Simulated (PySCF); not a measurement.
Gas-phase reaction: Ga₂H₆ + 2 C₂H₆ = 2 GaH(CH₃)₂ + 4 H. Level: PBE0/def2-TZVP; standard pressure 1 bar.

Computed with PySCF and rigid-rotor harmonic-oscillator thermochemistry at 1 bar. Open shells (unrestricted): H (multiplicity 2); the rest are closed-shell singlets. Ga: all electrons, no relativistic terms. Methyl groups turn as free rotors in GaH(CH₃)₂. Ga₂H₆, GaH(CH₃)₂: computed as isolated molecules; such fragments, hydroxides, amides, oligomers or adducts are transient or little studied in the gas. The harmonic model lacks anharmonicity and excited electronic states, which grow with temperature; levels with a mode under 35 cm⁻¹ are left out. Internal rotation in C₂H₆ is treated as a harmonic vibration of one conformer, which makes the entropy rough.

| T (K) | 1000/T (1/K) | log10 K |
|---|---|---|
| 1200 | 0.8333 | -20.02 |
| 1400 | 0.7143 | -14.16 |
| 1600 | 0.6250 | ? |
| 1800 | 0.5556 | -6.33 |
| 2000 | 0.5000 | -3.60 |
| 2500 | 0.4000 | 1.31 |

Fit log10 K = a + b·(1000/T) to the five rows, get the mean ΔH° and ΔS°, and predict log10 K at 1600 K.

Means: 1000/T = 0.6006, log10 K = -8.560. Sums of products about the means: Sxy = -5.88271, Sxx = 0.119463, so b = Sxy/Sxx = -49.24 and a = -8.560 − (-49.24)×0.6006 = 21.02.
ΔH° = −R ln 10 × 1000 K × b = −19.145 × (-49.24) = 943 kJ; ΔS° = R ln 10 × a = 402 J/K. The run's own values go from 943 kJ and 403 J/K at 1200 K to 937 kJ and 400 J/K at 2500 K.
Prediction at 1600 K: 21.02 + (-49.24)×0.6250 = -9.76. The computed value is -9.76, 0.00 from the line.
For scale, ΔH°(298 K) is 914 kJ at this level, 932 kJ at ωB97M-V/def2-TZVP†, and runs from 740 to 1020 kJ over the 19 levels computed († marks an energy on the PBE0/def2-TZVP geometry).
